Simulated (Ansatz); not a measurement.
Basis-set extrapolation for H7NOSi3, SMILES `N[SiH]1[SiH2]O[SiH2]1` (PBE0-D4/def2-TZVP geometry, frozen core, the Gaussian-basis code of Ansatz). Multiplicity 1, RHF reference.

|  | def2-TZVPP | def2-QZVPP |
| --- | --- | --- |
| HF | -1000.369694 | -1000.403607 |
| MP2 correlation | -0.806058 | -0.868593 |
| CCSD(T) correlation | -0.893582 | not run |

Energies in hartree. Use E(X) = E(∞) + A·exp(−7.88·√X) for Hartree–Fock and E(X) = E(∞) + B·X^(−2.97) for correlation, with X = 3 and 4, and add CCSD(T) minus MP2 of the smaller set to the MP2 limit.

Task: What is the CCSD(T) energy at the basis-set limit?

Result: HF limit: -1000.403607 + (-0.033913) × 0.13774 = -1000.40828. MP2 limit: -0.868593 + (-0.062535) × 0.74074 = -0.91492. Higher-order term: -0.893582 − (-0.806058) = -0.08752. Total: -1001.41072 hartree, 387.1 kJ/mol below CCSD(T)/def2-TZVPP.
